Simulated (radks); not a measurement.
The numbers below are computed, except where a source is named.
Cl+, 16 electrons, occupied as [Ne] 3s2 3p4 (the NIST ground configuration). Level of theory: non-relativistic Kohn-Sham, OLYP, spin-polarised, spherical densities, point nucleus; open shells are filled with parallel spins first (a radial shooting solver on a logarithmic mesh with Libxc functionals).

Radial electron density D(r) = 4 pi r^2 rho(r):

```
   r/bohr * D(r) (the largest magnitude, 19.5, reaches the edge; | marks zero)
 0.003761 |*
 0.004781 | *
 0.006127 |  *
 0.007788 |    *
 0.009901 |       *
  0.01259 |           *
  0.01613 |                *
   0.0205 |                       *
  0.02607 |                               *
  0.03314 |                                        *
  0.04212 |                                                *
  0.05398 |                                                     *
  0.06862 |                                                      *
  0.08724 |                                                 *
   0.1109 |                                          *
   0.1421 |                                     *
   0.1807 |                                       *
   0.2297 |                                              *
    0.292 |                                                     *
   0.3712 |                                                   *
   0.4756 |                                     *
   0.6046 |                     *
   0.7686 |           *
   0.9771 |          *
    1.252 |           *
    1.592 |          *
    2.024 |      *
    2.572 |  *
     3.27 |*
    4.191 *
    5.327 *
```

D(r) has 3 maxima, at r = 0.0623, 0.314, 1.31 bohr, and minima at 0.152, 0.895 bohr, inside which lie 2.17, 10.35 electrons.
